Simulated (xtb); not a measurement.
Si(OSiH3)(H)(NHSiH3)(Cl) (ClH8NOSi3), SMILES [SiH3]N[SiH](Cl)O[SiH3]. All values are semi-empirical tight-binding results from xtb (GFN2-xTB unless named), good for trends rather than for accurate numbers. Coordinates come from a GFN2-xTB optimisation. One conformer was computed; it need not be the lowest.

Optimised geometry:

```xyz
14

Si     0.1197    -0.9513     0.2877
Cl     0.6360    -1.0327     2.2220
N     -1.4822    -0.3317     0.1987
Si    -2.2108     0.6474    -1.0363
O      1.1520     0.0142    -0.4792
Si     1.6612     1.3621    -1.2271
H      0.2830    -2.2515    -0.3407
H     -2.0724    -0.5529     0.9834
H     -3.6487     0.5450    -0.7828
H     -1.8438     0.0896    -2.3375
H     -1.7566     2.0381    -0.9317
H      1.3663     2.5130    -0.3751
H      3.0945     1.1350    -1.3882
H      0.9446     1.4344    -2.5001
```
Charge 0, spin multiplicity 1.

- orbital gap = 5.26 eV
- dipole moment = 2.57 D
- zero-point energy = 49.1 kcal/mol
- G − E(el) at 298.15 K (modified RRHO) = 25.2 kcal/mol
- static polarisability (D4 model) = 114.5 bohr³
- solvation energy, GFN2-xTB/ALPB(water) = 0.4 kcal/mol
- solvation energy, GFN2-xTB/ALPB(chcl3) = -4.3 kcal/mol

Computed atomic charges and the Wiberg bond orders between heavy atoms:
charges (e) Si1 0.59, Cl2 -0.25, N3 -0.45, Si4 0.49, O5 -0.46, Si6 0.52, H7 -0.06, H8 0.16, H9 -0.10, H10 -0.10, H11 -0.09, H12 -0.09, H13 -0.08, H14 -0.09. Bond orders Si1–Cl2 1.05, Si1–N3 1.09, N3–Si4 1.02, Si1–O5 1.12, O5–Si6 1.04.
